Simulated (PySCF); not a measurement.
# MCd cations for M along the second period

PBE0 with double-zeta basis sets in PySCF, for the lowest determinant that a PBE0 search found; no spin–orbit coupling. De refers to high-spin ground-configuration atoms (the charge goes to the atom of lower measured ionisation energy or higher electron affinity, which is not always the lowest computed limit). A positive dipole points towards Cd; it is taken about the centre of mass and depends on that origin.

```json
{"M": "Li", "basis": "def2-SVPD", "charged atom": "Li+", "state (unpaired electrons)": "singlet (closed shell)", "Re (Å)": "2.785", "ωe (cm⁻¹)": "248", "De (eV)": "0.68", "μ (D)": "-8.51"}
{"M": "Be", "basis": "def2-SVPD", "charged atom": "Cd+", "state (unpaired electrons)": "doublet (σ ↑)", "Re (Å)": "2.526", "ωe (cm⁻¹)": "342", "De (eV)": "1.90", "μ (D)": "-3.77"}
{"M": "B", "basis": "cc-pVDZ-PP/cc-pVDZ", "charged atom": "B+", "state (unpaired electrons)": "singlet (closed shell)", "Re (Å)": "2.512", "ωe (cm⁻¹)": "297", "De (eV)": "2.00", "μ (D)": "-2.48"}
{"M": "C", "basis": "cc-pVDZ-PP/cc-pVDZ", "charged atom": "Cd+", "state (unpaired electrons)": "doublet (π ↑)", "Re (Å)": "2.266", "ωe (cm⁻¹)": "361", "De (eV)": "1.36", "μ (D)": "0.19"}
{"M": "O", "basis": "def2-SVPD", "charged atom": "Cd+", "state (unpaired electrons)": "doublet (π ↑)", "Re (Å)": "2.016", "ωe (cm⁻¹)": "505", "De (eV)": "1.03", "μ (D)": "4.12"}
{"M": "F", "basis": "cc-pVDZ-PP/cc-pVDZ", "charged atom": "Cd+", "state (unpaired electrons)": "singlet (closed shell)", "Re (Å)": "1.901", "ωe (cm⁻¹)": "632", "De (eV)": "2.21", "μ (D)": "5.52"}
```

**Question.** By what factor does the well depth vary along the series?

**Answer.** At PBE0 it runs from 0.68 eV (LiCd⁺) to 2.21 eV (CdF⁺), a factor of 3.25.

The rows differ in basis set, which adds steps of its own.

The state changes along the series, so neighbouring rows are not always alike in their bonding.

Closed-shell solutions of metal pairs were not tested for spin polarisation, which can lower them a little. For an ion De counts to the pair picked by the measured ionisation energies or electron affinities, which need not be the lowest pair at this level. States were picked by a PBE0 search and need not be the measured ground states.
